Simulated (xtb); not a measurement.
benzoquinone (C$_{6}$H$_{4}$O$_{2}$), singlet, geometry from GFN2-xTB. Base run: GFN2-xTB (xtb).

Here is a job for xtb.
```
$ xtb mol.xyz --gfn 2 --json

# file mol.xyz
12

O      2.61718484     0.51914830    -0.01082416
C      1.42622774     0.28290845    -0.00589860
C      0.41173671     1.35470827     0.04155026
C     -0.89730690     1.09504462     0.04696421
C     -1.42622774    -0.28290845     0.00589860
O     -2.61718484    -0.51914830     0.01082416
C     -0.41173671    -1.35470827    -0.04155026
C      0.89730690    -1.09504462    -0.04696421
H      0.79604929     2.36494929     0.07169503
H     -1.63787548     1.88215271     0.08176126
H     -0.79604929    -2.36494929    -0.07169503
H      1.63787548    -1.88215271    -0.08176126
```

Each row names what was changed in the base input (with any setting that the change needs).

```json
[
 {"change": "base", "ΔE vs base (mEh)": "0.000", "HOMO-LUMO gap (eV)": "1.40", "G_solv (kcal/mol)": "-", "SCF cycles": "10"},
 {"change": "acc = 30", "ΔE vs base (mEh)": "0.001", "HOMO-LUMO gap (eV)": "1.40", "G_solv (kcal/mol)": "-", "SCF cycles": "7"},
 {"change": "gbsa = acetonitrile", "ΔE vs base (mEh)": "-12.440", "HOMO-LUMO gap (eV)": "1.38", "G_solv (kcal/mol)": "-8.29", "SCF cycles": "11"},
 {"change": "alpb = ch2cl2", "ΔE vs base (mEh)": "-12.382", "HOMO-LUMO gap (eV)": "1.39", "G_solv (kcal/mol)": "-8.05", "SCF cycles": "10"},
 {"change": "etemp = 3000", "ΔE vs base (mEh)": "-2.614", "HOMO-LUMO gap (eV)": "1.41", "G_solv (kcal/mol)": "-", "SCF cycles": "10"},
 {"change": "gbsa = water", "ΔE vs base (mEh)": "-6.744", "HOMO-LUMO gap (eV)": "1.37", "G_solv (kcal/mol)": "-5.19", "SCF cycles": "10"},
 {"change": "acc = 1000", "ΔE vs base (mEh)": "0.000", "HOMO-LUMO gap (eV)": "1.40", "G_solv (kcal/mol)": "-", "SCF cycles": "6"},
 {"change": "alpb = toluene", "ΔE vs base (mEh)": "-10.777", "HOMO-LUMO gap (eV)": "1.39", "G_solv (kcal/mol)": "-6.86", "SCF cycles": "10"}
]
```

ALPB and GBSA are two models with their own fitted parameters for each solvent, which aren't always the measured dielectric constant.
